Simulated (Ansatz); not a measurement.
A series at In: from `[InH3]`, ligands are replaced one by one, each step taking up H₂O and setting free H₂; n counts the steps. Ansatz, PBE0-D4/def2-TZVP geometries. Each molecule was computed in one conformer, which needn't be the lowest.

```
n              molecule  HOMO energy, ωB97M-V/def2-TZVPP (eV)
0              `[InH3]`                                     ?
1          `[OH][InH2]`                                -10.50
2       `[OH][InH][OH]`                                -10.74
3  `[OH][In]([OH])[OH]`                                -11.17
```

Q: By hand: fit a straight line y = ȳ + b (n − n̄) to the 3 given rows and predict n = 0.

A: n̄ = 2.000, ȳ = -10.803; Σ(n − n̄)(y − ȳ) = -0.670, Σ(n − n̄)² = 2.000, so b = -0.335 eV a step. Prediction: -10.803 + (-0.335) × (-2.000) = -10.13 eV.

Q: By hand: compare with the computed value, -10.37 eV, and give the steps along the whole series.

A: The line misses by -0.24 eV (computed minus predicted). Steps: -0.13, -0.24, -0.43 eV.

The steps grow at each stage, from -0.13 to -0.43 eV, so the series is curved and an end member is harder to predict than an inner one. The highest orbital can change its character along such a series. The miss is 30.0 % of the series' range.
